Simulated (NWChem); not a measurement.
Molecule: NaOH; SMILES [OH][Na]

Results from NWChem. Geometry: optimised at PBE0-D3(BJ)/def2-TZVP.

Question: Taking PBE/cc-pVQZ as the yardstick, which of these has the fewest basis functions while keeping “dipole (D)” within 0.05 D of it: PBE/cc-pVDZ; PBE/cc-pVTZ; PBE/aug-cc-pVTZ; PBE/aug-cc-pVDZ?

Answer: none of them.
| level | basis functions | dipole (D) |
|---|---|---|
| PBE/cc-pVDZ | 37 | 5.64 |
| PBE/aug-cc-pVDZ | 59 | 6.63 |
| PBE/cc-pVTZ | 78 | 6.18 |
| PBE/aug-cc-pVTZ | 119 | 6.58 |
| PBE/cc-pVQZ | 144 | 6.38 |

The yardstick is one finite set, not the basis-set limit.
